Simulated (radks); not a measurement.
Task: Radial electron density D(r) = 4 pi r^2 rho(r) of an atom or ion with 10 electrons. Method: scalar-relativistic Kohn-Sham, LDA (Slater exchange, VWN5 correlation), spin-unpolarised, spherical densities, finite nucleus; Fermi nuclear charge, rms radius of each element as measured or else 0.836 A^(1/3) + 0.57 fm; computed with a radial shooting solver on a logarithmic mesh with Libxc functionals.

```
   r/bohr * D(r) (the largest magnitude, 10.8, reaches the edge; | marks zero)
  0.01049 |   *
  0.01164 |   *
  0.01302 |    *
  0.01445 |     *
  0.01604 |      *
  0.01779 |        *
  0.01974 |         *
  0.02191 |           *
   0.0245 |              *
  0.02719 |                *
  0.03017 |                   *
  0.03347 |                      *
  0.03714 |                         *
  0.04121 |                            *
   0.0461 |                                *
  0.05115 |                                    *
  0.05676 |                                        *
  0.06298 |                                            *
  0.06988 |                                               *
  0.07816 |                                                  *
  0.08673 |                                                    *
  0.09623 |                                                      *
   0.1068 |                                                      *
   0.1185 |                                                     *
   0.1315 |                                                   *
   0.1471 |                                                *
   0.1632 |                                             *
   0.1811 |                                        *
   0.2009 |                                    *
   0.2229 |                                *
   0.2473 |                             *
   0.2767 |                          *
    0.307 |                          *
   0.3406 |                          *
    0.378 |                            *
   0.4194 |                               *
   0.4691 |                                  *
   0.5205 |                                    *
   0.5775 |                                      *
   0.6408 |                                       *
   0.7111 |                                      *
    0.789 |                                    *
   0.8825 |                                 *
   0.9792 |                             *
    1.087 |                        *
    1.206 |                   *
    1.338 |               *
    1.484 |           *
     1.66 |       *
    1.842 |     *
    2.044 |   *
    2.268 | *
    2.517 |*
    2.793 |*
    3.124 *
    3.466 *
    3.846 *
```

What is the nuclear charge?

Result: Z = 10. The innermost maximum, from 1s, lies near gamma/Z bohr with gamma = sqrt(1 - (Z/c)^2) = 0.997, here 0.0997 bohr (found: 0.104), and its height grows with Z. The density is that of neutral neon in [Ne]; the configuration itself is not fixed sharply by these data. D(r) has 2 maxima, at r = 0.104, 0.641 bohr, and minima at 0.307 bohr, inside which lie 2.21 electrons.
